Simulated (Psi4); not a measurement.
CH₃Mg, charge +1, singlet, at a GFN2-xTB geometry (such geometries of metal compounds can be far from the true shape). Base run: HF/6-31G (Psi4 1.11).

Psi4 was given this input:
```
memory 2 GB

molecule {
1 1
  Mg   -0.66340694   -0.39668681   -0.52537335
  C     0.81021333    0.48447027    0.64163406
  H     1.31116875   -0.33067603    1.18338454
  H     0.29824984    1.18120060    1.32087899
  H     1.49018477    1.00289557   -0.04958766
}

set basis 6-31g
set stability_analysis check
set scf_type pk

energy('scf')
print_variables()
```

The bond that is stretched is that between atoms 3 and 2. A test that says stable can miss a lower solution.

The base run was repeated with changes; each row names its change, and settings that it needs were set with it.

```csv
change,ΔE vs base (kcal/mol),<S^2>,outcome
base,0.000,0.000,converged
stability_analysis = follow; reference = uhf,-1.01,0.282,converged
bond × 1.25,22.31,0.000,converged
stability_analysis = follow; reference = uhf; bond × 1.25,21.27,0.292,converged
bond × 1.5,56.52,0.000,converged
stability_analysis = follow; reference = uhf; bond × 1.5,55.11,0.399,converged
bond × 1.8,95.0,0.000,converged
stability_analysis = follow; reference = uhf; bond × 1.8,78.8,0.981,converged
bond × 2.2,135.8,0.000,converged
stability_analysis = follow; reference = uhf; bond × 2.2,-,-,not converged
bond × 3.0,185.3,0.000,converged
stability_analysis = follow; reference = uhf; bond × 3.0,-,-,not converged
```

Psi4 reported an instability in these rows: stability_analysis = follow; reference = uhf; stability_analysis = follow; reference = uhf; bond × 1.25; stability_analysis = follow; reference = uhf; bond × 1.5; stability_analysis = follow; reference = uhf; bond × 1.8; stability_analysis = follow; reference = uhf; bond × 2.2; stability_analysis = follow; reference = uhf; bond × 3.0 (restricted rows aren't judged here).

Where a bond breaks into two radicals, a solution with restricted orbitals usually stops being the lowest and lies too high; an unrestricted one lies lower at the price of spin contamination, which <S^2> shows.
